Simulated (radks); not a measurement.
Valence configurations of Tm (all share [Xe]). Method: Dirac Kohn-Sham, PBEsol, spin-unpolarised, spherical densities, point nucleus; open shells fill j = l - 1/2 first; computed with a radial shooting solver on a logarithmic mesh with Libxc functionals. Energies are relative to 4f13 6s2; eigenvalues in eV.

4f13 6s2: E (eV) 0.000; e(4f5/2) -3.781; e(4f7/2) -2.585; e(6s1/2) -3.896
4f13 5d1 6s1: E (eV) 3.009; e(4f5/2) -3.258; e(4f7/2) -2.064; e(5d3/2) -0.772; e(6s1/2) -3.804
4f13 5d1 6s0.5 6p0.5: E (eV) 4.258; e(4f5/2) -3.774; e(4f7/2) -2.579; e(5d3/2) -1.132; e(6p1/2) -1.586; e(6s1/2) -4.103
4f13 5d0.5 6s1 6p0.5: E (eV) 2.779; e(4f5/2) -4.045; e(4f7/2) -2.850; e(5d3/2) -1.224; e(6p1/2) -1.573; e(6s1/2) -4.163
4f13 6p2: E (eV) 5.484; e(4f5/2) -6.341; e(4f7/2) -5.144; e(6p1/2) -2.377
4f13 5d1.5 6p0.5: E (eV) 5.746; e(4f5/2) -3.615; e(4f7/2) -2.420; e(5d3/2) -1.106; e(6p1/2) -1.632
4f11 5d2 6s2: E (eV) 13.632; e(4f5/2) -16.965; e(4f7/2) -15.627; e(5d3/2) -3.184; e(6s1/2) -4.788
4f12 5d1 6s2: E (eV) 4.116; e(4f5/2) -10.078; e(4f7/2) -8.811; e(5d3/2) -2.112; e(6s1/2) -4.469
4f10 5d3 6s2: E (eV) 29.210; e(4f5/2) -24.447; e(4f7/2) -23.037; e(5d3/2) -4.225; e(6s1/2) -4.995

NIST lists [Xe] 4f13 6s2 as the ground configuration; this level of theory agrees among the configurations tried. The energies are those of spherical spin-averaged densities, not of single terms. No valid solution was reached for [Xe] 4f14 6s1.
